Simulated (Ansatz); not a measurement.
Job for Ansatz (an electronic-structure program): R-B97M-V/def2-TZVPPD on H2Se (SMILES [SeH2]) with ghost functions. Files ending in .json are basis or fitting sets from the Basis Set Exchange.

Ansatz 0.2 input:
```yaml
crystal:
  periodic: [false, false, false]
  atoms:
    - {symbol: Se, position_ang: [0.85551463, 0.68955802, 3.20346066]}
    - {symbol: H, position_ang: [0.41521730, -0.71003064, 3.18420468]}
    - {symbol: H, position_ang: [0.20916268, 0.92500782, 4.50532222]}
basis:
  gaussian:
    orbitals: def2-TZVPPD.json
    ghost_atoms:
      - {symbol: C, position_ang: [0.35369503, 0.06697859, -0.32921508]}
      - {symbol: O, position_ang: [1.08376514, -0.66806895, 0.27787216]}
      - {symbol: H, position_ang: [0.20414094, -0.03381530, -1.42102299]}
      - {symbol: H, position_ang: [-0.20388032, 0.87851390, 0.17369570]}
hamiltonian:
  xc: {name: B97M-V}
scf: {lower_state_search: off}
```

Output:

```
WARN ansatz: RAYON_NUM_THREADS=1 ignored (pool sized by the plan → 1); use --threads N
Functional definition: B97M-V
these checks for a lower state are left out or cut short: stability, starts, cluster_reference, orbital_swaps, neighbouring_geometries, increment
integrals: 0.11 GiB planned
983 factors; their error is unknown
mean field: 0.85 GiB planned
mean field evaluation 1: about -65369.9510 eV, gradient 9.4e0 eV
mean field evaluation 2: about -65370.1093 eV, gradient 7.2e0 eV
mean field evaluation 4: about -65370.2503 eV, gradient 2.7e-1 eV
mean field evaluation 8: about -65370.2530 eV, gradient 3.5e-2 eV
mean field evaluation 16: about -65370.2406 eV, gradient 1.4e-5 eV
mean field -65370.24064322 eV, -2402.3120340979 hartree, gradient 8.8e-6 eV, S^2 0.000000; 0 other end points of the search recorded, 0 dependent functions left out
reference -65370.24072045 eV, -2402.3120369359 hartree; 18, 18 occupied and 184, 184 virtual orbitals, 983 factors
Total energy: -65370.24072045 eV, -2402.3120369359 hartree
Checks for a lower state left out: stability, starts, cluster_reference, orbital_swaps, neighbouring_geometries, increment
```

The run converged.

Cost: about 4 core-seconds (a rough figure).
